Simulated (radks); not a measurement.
Q: Numerical settings for the argon ion Ar+, [Ne] 3s2 3p5. Method: non-relativistic Kohn-Sham, PBE, spin-polarised, spherical densities, point nucleus; open shells are filled with parallel spins first; computed with a radial shooting solver on a logarithmic mesh with Libxc functionals. The defaults (mesh step 0.008 in ln r, mesh end at 40 bohr or more with all orbitals vanishing there, Anderson mixing 0.5 over 9 steps, residual threshold near 1e-9 with the energy settled to 1e-9 hartree or 1e-11 of itself, here a cap of 75 iterations) give E = -526.7651 hartree and 3p at -21.567 eV in 14 iterations. Run on one thread of a shared host, so times are rough (Arm Neoverse V2): 0.09 s of CPU time, 0.09 s wall, 14 iterations on 2476 mesh points. One setting is changed at a time: mesh step in ln r 0.003; mesh step in ln r 0.02; mesh step in ln r 0.08; mesh end (bohr) 3; mesh end (bohr) 400; residual threshold 0.01; residual threshold 1e-16; mixing 1.5; linear mixing, mixing 1; linear mixing, mixing 0.05; mixing history 20; iteration cap 5. Which runs fail to converge, and which converge to a wrong energy?

A: Not converged within the cap: mesh step in ln r 0.08; residual threshold 1e-16; linear mixing, mixing 0.05; iteration cap 5. Settings that end as converged yet miss the energy by more than 1 mhartree: mesh end (bohr) 3 (+0.466 hartree).
